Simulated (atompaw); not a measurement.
# silver (Ag) PAW (atompaw): all-electron and pseudo phase curves

```
Element                 : silver
Generator               : atompaw 4.2.0.5
Type                    : PAW
Functional              : PBEsol
Relativity              : scalar-relativistic
Frozen core             : [Ar] 3d10
Valence charge          : 19
Reference configuration : 4s2 4p6 4d10 5s0.5 5p0.5
Partial waves           : 4s (bound): rc 1.00 bohr; 5s (bound): rc 1.85 bohr; 4p (bound): rc 1.40 bohr; 5p (bound): rc 1.85 bohr; 4d (bound): rc 1.75 bohr; 4d channel at 2 Ry: rc 1.85 bohr
Local potential         : ultrasoft scheme with l = 3 at 0.5 Ry, radius 1.70 bohr
Core correction         : smooth core density matched at 1.05 bohr
Augmentation charge     : gaussian compensation charge, radius 1.50 bohr; PAW radius 1.85 bohr; waves and projectors: custom polynom2 7 10 vanderbiltortho
```

The phase is arctan(r·u′/u) with u = r·R(r), unwrapped; energies in Ry, scanned from -9 to 5 Ry. A pole is an energy at which the radial function vanishes at the test radius. The pseudo phase is shifted by a multiple of π to meet the all-electron one at the reference energy, and phase errors are pseudo minus all-electron; the curves can meet again beyond the range given. Levels narrower than the energy grid can be missing from the lists of poles.

Question: For each channel, where are the poles, and over which energies does the pseudopotential scatter like the atom?

Answer:

| channel | radius (bohr) | reference energy (Ry) | poles, all-electron | poles, pseudo | unbroken range about the reference energy with phases within 0.05 rad | phase error 1 Ry above the reference energy (rad) |
| --- | --- | --- | --- | --- | --- | --- |
| s | 1.86 | -0.38 | -6.87 | -6.87 | below 3.8 | -0.009 |
| p | 1.86 | -0.09 | -4.00 | -4.01, 4.20 | below 1.5 | -0.009 |
| d | 1.86 | -0.63 | 0.47 | 0.47 | the whole range | -0.000 |

Phases in the s channel:

```csv
E (Ry),all-electron,pseudo
-9.00,1.341,1.339
-8.76,1.331,1.329
-8.52,1.319,1.317
-8.28,1.302,1.300
-8.04,1.276,1.274
-7.80,1.232,1.230
-7.56,1.131,1.128
-7.32,0.640,0.633
-7.08,-1.296,-1.296
-6.84,-1.586,-1.586
-6.60,-1.665,-1.666
-6.36,-1.704,-1.705
-6.12,-1.728,-1.730
-5.88,-1.746,-1.747
-5.64,-1.760,-1.762
-5.40,-1.773,-1.774
-5.16,-1.784,-1.785
-4.92,-1.794,-1.796
-4.68,-1.805,-1.806
-4.44,-1.815,-1.817
-4.20,-1.826,-1.828
-3.96,-1.837,-1.839
-3.72,-1.848,-1.850
-3.48,-1.861,-1.863
-3.24,-1.874,-1.876
-3.00,-1.888,-1.890
-2.76,-1.904,-1.906
-2.52,-1.922,-1.923
-2.28,-1.941,-1.943
-2.04,-1.963,-1.965
-1.80,-1.988,-1.990
-1.56,-2.017,-2.018
-1.32,-2.051,-2.052
-1.08,-2.091,-2.092
-0.84,-2.139,-2.139
-0.60,-2.197,-2.197
-0.36,-2.269,-2.269
-0.12,-2.359,-2.360
0.12,-2.474,-2.475
0.36,-2.621,-2.625
0.60,-2.806,-2.814
0.84,-3.028,-3.044
1.08,-3.275,-3.300
1.32,-3.518,-3.551
1.56,-3.733,-3.772
1.80,-3.909,-3.952
2.04,-4.049,-4.092
2.28,-4.158,-4.202
2.52,-4.244,-4.288
2.76,-4.313,-4.357
3.00,-4.369,-4.414
3.24,-4.415,-4.461
3.48,-4.454,-4.501
3.72,-4.486,-4.535
3.96,-4.515,-4.566
4.20,-4.539,-4.593
4.44,-4.561,-4.618
4.68,-4.580,-4.641
4.92,-4.597,-4.662
```
